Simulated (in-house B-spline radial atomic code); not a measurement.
Orbital energies and mean radii along the 5-electron series, configuration 1s2 2s2 2p1/2(1). The effective charge is n√(-2ε), a non-relativistic measure. Computed with a radial B-spline atomic code at the basis-set limit: Dirac-Hartree-Fock, jj configuration that fills j = l - 1/2 first, finite nuclei.

| ion | Z | energy of 1s1/2 (Eh) | mean radius of 1s1/2 (bohr) | energy of 2p1/2 (Eh) | mean radius of 2p1/2 (bohr) | effective charge of 1s1/2 |
| --- | --- | --- | --- | --- | --- | --- |
| Kr31+ | 36 | -614.37 | 0.041219 | -138.16 | 0.14441 | 35.053 |
| Rb32+ | 37 | ? | ? | ? | ? | ? |
| Sr33+ | 38 | -688.47 | 0.038917 | -155.86 | 0.13583 | 37.107 |
| Zr35+ | 40 | ? | ? | ? | ? | ? |
| Nb36+ | 41 | -808.03 | 0.035878 | -184.54 | 0.12458 | 40.2 |

(1) Fill in the row of Rb32+.

(2) Fill in the row of Zr35+.

(3) How does the screening of 1s1/2 change?

## Answers

(1) energy of 1s1/2 (Eh): -650.86; mean radius of 1s1/2 (bohr): 0.040037; energy of 2p1/2 (Eh): -146.87; mean radius of 2p1/2 (bohr): 0.14; effective charge of 1s1/2: 36.079.

(2) energy of 1s1/2 (Eh): -767.04; mean radius of 1s1/2 (bohr): 0.036841; energy of 2p1/2 (Eh): -174.69; mean radius of 2p1/2 (bohr): 0.12814; effective charge of 1s1/2: 39.167.

(3) Z less the effective charge goes from 0.95 at Z = 36 to 0.80 at Z = 41.
